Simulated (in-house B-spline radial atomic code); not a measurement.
Cu⁺. Computed with a B-spline radial atomic code. Model: non-relativistic spherical atom: semilocal Troullier-Martins pseudo-atom, one channel per l, against all electrons, high spin, G0W0 and RPA with empty states to l = 8, local potential for every l without a channel, a model core (radius 0 = none) keeps its share of the functional.

A spurious bound state in the pseudo-atom.

The core holds an angular momentum without a channel of its own, so the local potential lets valence electrons into it.

What the tables leave out is listed at the end.

The pseudopotential gives back the lowest level of each angular momentum of its own functional in the configuration it was made in; a second state of the same l is only approximately right. Exact exchange, RPA and GW see the smooth pseudo-orbitals and miss the exchange with the core, for which the functional's share stands in. The column with an uncorrelated core keeps all orbitals and exact exchange, and so separates missing core correlation from pseudisation. Only the three outermost levels and the lowest empty one were computed. RPA here is direct RPA, with no exchange kernel, and its energies carry an (l + 1/2)⁻⁴ tail. A hybrid on a potential with a model core restores only its own semilocal share of the core's exchange.

Command:
```bash
python run_psgw.py task.json out
```
Settings (lengths in bohr, energies in hartree):
```
Z                      29
electrons              28
configuration          [Ar] 3d10
generated_in           [Ar] 3d10 4s1
functional             pbe,pbe
core_shells            5
radius_factor          0.8
core_correction        False
```

Cost of the run: 11 s on 1 thread of Intel(R) Xeon(R) Platinum 8488C (Sapphire Rapids) (shared host).

Given: made with PBE; model core radius 0 bohr; local radius 1.511 bohr; mean-field start Hartree-Fock.

Valence shells of the generating configuration: 3d, 4s.

Channel: s 1.86, d 1.45 (radii in bohr).

Computed: largest level miss in the spin-unpolarised generating configuration 0 eV; valence RPA correlation energy all-electron orbitals -0.55278 hartree; all-electron RPA polarisability, core included 3.2393 bohr³; pseudo-atom RPA polarisability 5.8342 bohr³.

```csv
level,occupied,mean-field all-electron (eV),mean-field pseudo minus all (eV),G0W0 all-electron (eV),G0W0 uncorrelated core minus all (eV),G0W0 pseudo minus all (eV),exchange self-energy all-electron (eV),exchange self-energy pseudo (eV)
3d,1,-22.045,2.815,-20.451,-0.101,0.599,-47.124,-29.413
```

Task: What is the valence RPA correlation energy pseudo?

Result: -1.1128 hartree.

Among the listed levels the largest G0W0 shift of the pseudo-atom is +0.60 eV, for 3d on the Hartree-Fock start, while leaving the core uncorrelated moves that level by -0.10 eV.  Not in the tables (levels of low weight, unsolved or above zero; the highest and the empty levels are kept at any weight): the PBE start was refused, since an empty level lay at or below an occupied one; the PBE0 start was refused, since an empty level lay at or below an occupied one; on Hartree-Fock the pseudo-atom's empty level 4p at -13.8 eV, below the lowest empty all-electron level, a spurious state that also inflates its RPA energy and polarisability.
